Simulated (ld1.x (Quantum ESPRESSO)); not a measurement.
**Pd: one change to a PAW potential, before and after**

ld1.x (Quantum ESPRESSO) 7.5 input, shortened:

```
&input
   title='Pd', zed=46., rel=1, dft='PZ', iswitch=3,
   config='[Kr] 4d10 5s0 5p0'
 /
 &inputp
   pseudotype=3, lpaw=.true., tm=.true., lloc=-1, rcloc=1.80,
   nlcc=.true., new_core_ps=.true., rcore=1.55,
   which_augfun='PSQ', rmatch_augfun_nc=.true.
 /
6
5S  1  0   0.00   0.00  1.95  2.45  0.0
5S  1  0   0.00   0.45  1.95  2.45  0.0
5P  2  1   0.00   0.00  2.90  3.85  0.0
5P  2  1   0.00   0.75  2.90  3.85  0.0
4D  3  2  10.00   0.00  1.90  2.15  0.0
4D  3  2   0.00   4.25  1.90  2.15  0.0
 &test
   configts(1)='4d10 5s0 5p0'
 /
```

Change: local potential all-electron potential smoothed inside 3.25 bohr (lloc = -1).

Cutoffs: the cutoffs (Ry, on a coarse ladder) from which the occupation-weighted sum of valence levels, in a spherical-Bessel basis at the reference potential, stays within 10 and 1 mRy of its value at 400 Ry; they do not see the model core or the augmentation charge, which bear on the density cutoff. Errors are all-electron minus pseudo energies relative to the spin-unpolarised reference configuration.

Problem. How do hardness, ghosts and transferability respond?

Solution. The potential gets neither clearly harder nor softer (25 Ry and 40 Ry → 25 Ry and 40 Ry); the bound ghost in s disappears; of the 9 tests that both files solve, the error grows in 9 and shrinks in 0 by more than 15 % and 0.3 meV (median size 18.8 → 116.5 meV); the range in which the s phases agree narrows (upper end 4.4 → 3.2); the range in which the d phases agree narrows (upper end at the end of the scan → 0.2). A state that the projectors do not describe sees the local part alone, so a deeper or shallower local part can create or remove a ghost.

| quantity | base | changed |
| --- | --- | --- |
| cutoff, loose | 25 Ry | 25 Ry |
| cutoff, tight | 40 Ry | 40 Ry |
| bound ghosts | s | none |
| error for 4d9 5s0 5p0, meV [ΔE 9.39 eV] | -13 | -115 |
| error for 4d8 5s0 5p0, meV [ΔE 30.47 eV] | -125 | -481 |
| error for 4d7 5s0 5p0, meV [ΔE 65.06 eV] | -498 | -1082 |
| error for 4d8 5s1 5p0, meV [ΔE 13.80 eV] | -110 | -314 |
| error for 4d9 5s0 5p1, meV [ΔE 5.32 eV] | -13 | -84 |
| error for 4d9.5 5s0 5p0, meV [ΔE 3.37 eV] | -1.7 | -26 |
| error for 4d9 5s1 5p0, meV [ΔE 1.44 eV] | -19 | -56 |
| error for 4d9 5s0 5p0 (spin-polarised), meV [ΔE 9.24 eV] | -13 | -117 |
| error for 4d8 5s0 5p0 (spin-polarised), meV [ΔE 29.83 eV] | -125 | -489 |
| s: phases at 4.22 bohr within 0.05 rad from the reference energy up to (Ry; the scan ends near 5) | 4.4 | 3.2 |
| p: phases at 4.22 bohr within 0.05 rad from the reference energy up to (Ry; the scan ends near 5) | 1.6 | 1.6 |
| d: phases at 4.22 bohr within 0.05 rad from the reference energy up to (Ry; the scan ends near 5) | to the end of the scan | 0.2 |
| lowest overlap eigenvalue by channel | s 0.37, p 0.37, d 0.80 | s 0.37, p 0.64, d 0.75 |

 A true bound ghost makes a file unfit for plane-wave use even where its test errors are small: the radial tests pick states by their node count and pass the ghost by.
